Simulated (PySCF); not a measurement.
Input of a response calculation (the driver script's job line, then coordinates in Å):

```
{"job": {"kind": "uv", "xc": "CAM-B3LYP", "basis": "def2-SVPD", "nstates": 8, "ntriplets": 3}, "charge": 0, "multiplicity": 1}
C      2.187639    -1.018193     0.172282
C      0.766348    -0.536856     0.407330
O     -0.205224    -1.505944     0.055318
B     -0.949717    -0.531624    -0.723107
N     -2.180466    -0.040226     0.245292
C      0.316154     0.588067    -0.558539
C     -0.058944     1.864476    -0.015843
O     -0.735882     2.023356     1.001680
H      2.894502    -0.215469     0.368949
H      2.401225    -1.855844     0.831745
H      2.296119    -1.353793    -0.856256
H      0.639495    -0.229768     1.457218
H     -1.362074    -0.814484    -1.792024
H     -2.411666    -0.818332     0.856481
H     -1.783630     0.744546     0.819712
H     -3.006272     0.281857    -0.247599
H      0.967169     0.670278    -1.423961
H      0.216465     2.754270    -0.610335
```

Output (SCF cycles cut):

```
converged SCF energy = -388.0911935678

Static polarisability (au): isotropic 77.772, principal 69.128 79.204 84.983

Singlet excitations
state   eV       nm        f      main configurations
  1   4.5195    274.3   0.00407   H-1->L 0.59, H-2->L 0.30
  2   5.7597    215.3   0.00346   H->L 0.98
  3   6.1354    202.1   0.17141   H-2->L 0.54, H-1->L 0.36
  4   6.7083    184.8   0.04967   H->L+1 0.86
  5   6.8553    180.9   0.00878   H-1->L+1 0.82
  6   6.8640    180.6   0.01565   H-3->L 0.78, H-2->L 0.09
  7   7.4270    166.9   0.01623   H-2->L+1 0.67
  8   7.5180    164.9   0.03671   H-1->L+2 0.75, H-2->L+1 0.10

Triplet excitations (Tamm-Dancoff, eV): 3.9630 4.8358 5.6798
```

Method: TDDFT CAM-B3LYP/def2-SVPD, vertical, gas phase, core orbitals frozen in the response in PySCF 2.14.0, density-fitted response routines. Geometry: GFN2-xTB, one conformer, isolated molecule.

(1) Give the mean polarisability in Å³.

(2) How many basis functions and electrons does this run hold?

(3) What transition dipole goes with state 3?

(4) Which orbital energies lie behind H and L?

(5) What is the gap between the lowest singlet and the lowest triplet?

(6) Which species is it?

Results:

(1) 77.77 au × 0.148185 = 11.52 Å³.

(2) 246 basis functions for 62 electrons in 31 doubly occupied orbitals.

(3) |μ|² = 3f / (2ΔE) = 3 × 0.1714 / (2 × 0.2255) = 1.140 au, so |μ| = 2.71 D.

(4) HOMO -8.56 eV and LUMO 0.24 eV, a gap of 8.80 eV; state 1 differs from that by -4.28 eV.

(5) 4.5195 − 3.9630 = 0.5565 eV (full response against Tamm–Dancoff).

(6) `C[C@@H]1O[B@@H-]([NH3+])[C@H]1C=O` (C4H10BNO2), point group C1.

H and L stand for HOMO and LUMO.

Conformer computed: `[CH3:1][C@@H:2]1[O:3][B@@H-:4]([NH3+:5])[C@H:6]1[CH:7]=[O:8]`: B4–C6–C7–O8 49°.
